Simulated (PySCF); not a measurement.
**Polarisability and C₆ of F(2+) (fluorine, charge +2)**

[He] 2s2 2p3, high-spin 4S determinant. All numbers are calculated (PySCF 2.14, scalar relativity by spin-free X2C-1e, in dyall-acv3z (15s9p4d2f, 76 functions)). Coupled (time-dependent) response in atomic units; α is the mean over directions.

```csv
method,mean α (bohr³),C₆ (like pair),S(−4)
UHF,1.268,1.554,1.542
PBE,1.248,1.589,1.256
PBE0,1.241,1.566,1.283
revPBE,1.250,1.593,1.259
BLYP,1.227,1.566,1.159
```

S(−4) is the Cauchy moment in α(ω) = α(0) + S(−4) ω² + …

α(iu) at PBE0:

```tsv
u (hartree)	α(iu) (bohr³)
0	1.241
0.0500	1.238
0.100	1.229
0.200	1.194
0.300	1.142
0.500	1.019
0.750	0.8702
1.00	0.7467
1.50	0.5634
2.00	0.4366
3.00	0.2791
5.00	0.1382
```

For an ion, C₆ is the dispersion term alone; charge-induced terms of lower order in 1/R come first.
